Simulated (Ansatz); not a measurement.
The cluster Ga4P4. Total charge 0; triplet. Geometry PBE0-D4/def2-SVP, that of the neutral singlet; atoms count from 1.

```xyz
8

Ga   -0.577   -1.245    2.301
Ga    1.990    1.617   -0.775
Ga    1.115   -0.799   -2.301
Ga   -2.529    0.426    0.775
P     1.231   -0.821    0.594
P    -0.667   -1.321   -0.594
P     0.251    1.212    1.006
P    -0.815    0.931   -1.006
```

At PBE0-D4/def2-SVP a singlet of charge 0 lies 1.67 eV below the triplet at the same geometry. Another isomer (singlet) lies 0.13 eV lower at PBE0-D4/def2-TZVP; other spin states weren't run for this one.

Estimate the Mulliken populations from the PBE0/def2-SVP orbitals of Ansatz.


```json
{"atom": "Ga1", "charge (e)": "0.18", "spin (α − β)": "0.31"}
{"atom": "Ga2", "charge (e)": "0.18", "spin (α − β)": "0.31"}
{"atom": "Ga3", "charge (e)": "0.18", "spin (α − β)": "0.31"}
{"atom": "Ga4", "charge (e)": "0.18", "spin (α − β)": "0.31"}
{"atom": "P5", "charge (e)": "-0.18", "spin (α − β)": "0.19"}
{"atom": "P6", "charge (e)": "-0.18", "spin (α − β)": "0.19"}
{"atom": "P7", "charge (e)": "-0.18", "spin (α − β)": "0.19"}
{"atom": "P8", "charge (e)": "-0.18", "spin (α − β)": "0.19"}
```
Mulliken values and Mayer orders depend strongly on the basis.

Where does the spin sit?

Summed by element: Ga 1.22, P 0.78, of 2 unpaired in all. Largest on single atoms: Ga2 0.31, Ga3 0.31, Ga4 0.31.

And the Mayer bond orders between bonded heavy atoms (over 0.3)?

Ga1–P5 0.41 (2.52 Å); Ga2–P7 0.41 (2.52 Å); Ga3–P6 0.41 (2.52 Å); Ga4–P8 0.41 (2.52 Å); P5–P6 0.94 (2.29 Å); P5–P7 0.94 (2.29 Å); P6–P8 0.94 (2.29 Å); P7–P8 0.94 (2.29 Å). Values over 0.3 also appear between atoms too far apart for a bond (Ga1–Ga4 0.32 at 2.99 Å; Ga2–Ga3 0.32 at 2.99 Å); they arise where an orbital or an unpaired electron spreads over both atoms.
